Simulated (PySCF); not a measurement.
C6H6N2O2.
Geometry (PBE0-D3(BJ)/def2-SVP, Å), atoms numbered from 1 in this order:
```xyz
16
C6H6N2O2 angstrom
C      2.4623   -0.5168    0.1355
O      1.1429   -0.3070    0.5687
C      0.2300   -0.0693   -0.4579
C      0.5333    1.1975   -1.1681
N      0.7992    2.1834   -1.7117
C     -1.1484   -0.0300    0.1145
C     -1.6823    0.8851    1.0674
N     -2.9157    0.5916    1.3727
O     -3.2334   -0.5127    0.6366
C     -2.1917   -0.8784   -0.1024
H      3.0653   -0.7194    1.0298
H      2.5307   -1.3851   -0.5470
H      2.8737    0.3701   -0.3797
H      0.2760   -0.8716   -1.2239
H     -1.1959    1.7416    1.5346
H     -2.3261   -1.7537   -0.7359
```

Computed, not measured: TDDFT CAM-B3LYP/def2-SVPD, vertical, gas phase, core orbitals frozen in the response (PySCF 2.14.0, density-fitted response routines).

Transition dipole moments from the ground state, in atomic units and in the frame of the coordinates above (overall signs are arbitrary), for the states with f of 0.002 or more among the lowest 6:

```csv
state,E (eV),μx,μy,μz
S1,6.539,0.066,-0.104,0.146
S2,6.640,-0.223,-0.653,-0.362
S3,7.121,0.147,0.146,0.005
S4,7.268,-0.038,0.090,0.084
S5,7.376,0.376,-0.065,-0.181
S6,7.582,-0.177,0.087,-0.032
```

Q: What oscillator strength does each state have?

A: f = (2/3) ΔE |μ|² with ΔE in hartree (27.2114 eV).

```json
{"state": "S1", "|μ|² (au)": "0.037", "|μ| (D)": "0.49", "f": "0.006"}
{"state": "S2", "|μ|² (au)": "0.607", "|μ| (D)": "1.98", "f": "0.099"}
{"state": "S3", "|μ|² (au)": "0.043", "|μ| (D)": "0.53", "f": "0.008"}
{"state": "S4", "|μ|² (au)": "0.017", "|μ| (D)": "0.33", "f": "0.003"}
{"state": "S5", "|μ|² (au)": "0.178", "|μ| (D)": "1.07", "f": "0.032"}
{"state": "S6", "|μ|² (au)": "0.040", "|μ| (D)": "0.51", "f": "0.007"}
```

Q: Which bond between heavy atoms lies closest to the direction of the S2 transition dipole?

A: N8–O9, at 6° from it; next C6–C10 at 35°.

Q: What angle do the transition dipoles of S2 and S5 make?

A: |cos θ| = |μa·μb| / (|μa| |μb|) = 0.07, so θ ≈ 86° (taken between 0 and 90°, since the signs are arbitrary).

Q: What peak molar absorption coefficient would the strongest computed level give as a lone Gaussian band 0.3 eV wide at half height?

A: ε(max) = 2.175×10⁸ f / FWHM, with the width in cm⁻¹. S2: 2.175×10⁸ × 0.0988 / 2420 ≈ 8900 L mol⁻¹ cm⁻¹.

One conformer stands for the species.
